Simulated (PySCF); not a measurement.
**Spinor energies of B⁺ (boron, charge +1)**

Start: [He] 2s1 2p1; 2s1/2 filled at m_j = +1/2; 2p3/2 filled at m_j = +3/2. Calculated with PySCF 2.14 in x2c-SVPall-2c with one added diffuse shell of s type (4s2p1d, 15 functions): generalised Hartree-Fock with the X2C-1e Hamiltonian and a Gaussian nucleus; one run each with spin-orbit coupling (SO) switched off, then screened by Boettger's factors. This is a chosen level, not necessarily the ground level.

```tsv
spinor shell	electrons	ε, spin-free (eV)	ε, screened SO (eV)	weight of nominal j (screened SO)	rms radius, screened SO (bohr)
1s1/2	2	-222.14	-222.14	1.000	0.379
2s1/2	1	-26.299	-26.300	1.000	1.94
2p3/2	1	-20.519	-20.518	1.000	1.99
```

| quantity | spin-free | screened SO |
| --- | --- | --- |
| E (hartree) | -24.10129 | -24.10124 |
| M_J | 2 | 2 |
| ⟨J²⟩ | 6.002 | 6.002 |
| ⟨L²⟩ | 2.002 | 2.002 |
| ⟨S²⟩ | 2.000 | 2.000 |

Each row is a mean over spinors that exchange with the open shell spreads, by up to 2.023 eV (1s1/2).

Without spin-orbit coupling the j labels of p, d and f shells carry no meaning; the spin-free column gives the mean over the occupied spinors of each nl shell.
